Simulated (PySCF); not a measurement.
Ligands exchanged one at a time, In C2H5-I. Gas-phase values, no solvent. One relaxed conformer stands for each flexible species; it need not be the lowest. Strings in code marks are SMILES.

The T1 excitation (TDA) from two functionals at the same geometries (CAM-B3LYP-D3(BJ)/def2-SVP), both in PySCF: PBE-D3(BJ)/def2-TZVP and TPSSh-D3(BJ)/def2-TZVP. Excitations are Tamm–Dancoff values on a coarser integration grid. The basis has no diffuse functions, so Rydberg states are missing or too high.

```json
[
 {"species": "0 of 3 C2H5 replaced by I", "PBE-D3(BJ)/def2-TZVP (eV)": "3.59", "TPSSh-D3(BJ)/def2-TZVP (eV)": "3.94"},
 {"species": "1 of 3 C2H5 replaced by I (`C[CH2][In]([I])[CH2]C` (C–C–In–I torsion 0°, I–In–C–C torsion 178°))", "PBE-D3(BJ)/def2-TZVP (eV)": "3.59", "TPSSh-D3(BJ)/def2-TZVP (eV)": "3.98"},
 {"species": "2 of 3 C2H5 replaced by I", "PBE-D3(BJ)/def2-TZVP (eV)": "3.40", "TPSSh-D3(BJ)/def2-TZVP (eV)": "3.69"},
 {"species": "3 of 3 C2H5 replaced by I", "PBE-D3(BJ)/def2-TZVP (eV)": "2.75", "TPSSh-D3(BJ)/def2-TZVP (eV)": "3.13"}
]
```

Over these rows, drawn at random from the members with no instability flagged (it was tested for open shells, ions and some series alone), PBE minus TPSSh-D3(BJ): mean -0.35 eV, from -0.38 eV to -0.29 eV.
